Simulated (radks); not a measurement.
Species: Nd I. Configuration: [Xe] 4f3 6s2 6p1 (not the ground configuration). All-electron calculation, Dirac Kohn-Sham, PBEsol, spin-unpolarised, spherical densities, finite nucleus; open shells are shared between the two j in proportion to 2j + 1; Fermi nuclear charge, rms radius 4.9123 fm. Program: a radial shooting solver on a logarithmic mesh with Libxc functionals.

Spin-orbit splittings of the eigenvalues, e(l+1/2) - e(l-1/2), with zeta = 2 splitting/(2l+1) and mean radii in bohr:

shell  occ.  splitting (eV)  zeta (eV)  <r> j=l-1/2  <r> j=l+1/2
2p        6           519.7      346.4      0.08424      0.09065
3p        6               ?          ?       0.2558       0.2682
3d       10           22.42      8.967       0.2395       0.2434
4p        6           22.66      15.11       0.6225       0.6506
4d       10           4.025      1.610       0.6979       0.7078
4f        3          0.4581     0.1309       0.9823       0.9933
5p        6           3.327      2.218        1.611        1.693
6p        1          0.2721     0.1814        5.007        5.262

Estimate the 3p splitting.

Answer. 103.7 eV (zeta = 69.13 eV).
